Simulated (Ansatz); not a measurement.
I2Pb, charge +1, doublet, geometry from GFN2-xTB (such geometries of metal compounds can be far from the true shape) (a state made from the parent by changing its charge; the spin is typed, not shown lowest) (core potentials on I, Pb); Ansatz (a first-principles code) with BLYP/def2-SVP.

Input for Ansatz:
Ansatz 0.2 input:
```yaml
crystal:
  periodic: [false, false, false]
  atoms:
    - {symbol: Pb, position_ang: [-0.01084049, -0.00932550, 1.23050916]}
    - {symbol: I, position_ang: [0.87526343, -1.53023929, -0.95591802]}
    - {symbol: I, position_ang: [-0.85849135, 1.54466741, -0.94788860]}
basis:
  gaussian:
    orbitals: def2-SVP
    point_charges:
      - {charge: 1.0, position_ang: [2.2047, 0.5668, -4.5750]}
hamiltonian:
  xc: blyp
total_charge: 1
magnetization: {spin_polarized: true, initial_magnetization: 1}
```

What the program printed (banner, timings and long lists left out):

```
Functional definition: BLYP
928 factors; their error is unknown
mean field evaluation 1: about -21435.8204 eV, gradient 1.9e1 eV
mean field evaluation 2: about -21404.8233 eV, gradient 6.2e1 eV
mean field evaluation 4: about -21437.4541 eV, gradient 1.2e1 eV
mean field evaluation 8: about -21438.9046 eV, gradient 1.4e-1 eV
mean field evaluation 16: about -21438.9000 eV, gradient 4.1e-5 eV
mean field evaluation 32: about -21438.2936 eV, gradient 7.6e0 eV
mean field -21438.89996143 eV, -787.8650417742 hartree, gradient 4.1e-5 eV, S^2 0.751506; 4 other end points of the search recorded, 0 dependent functions left out
reference -21438.90024467 eV, -787.8650521832 hartree; 36, 35 occupied and 42, 43 virtual orbitals, 928 factors
Total energy: -21438.90024467 eV, -787.8650521832 hartree
```
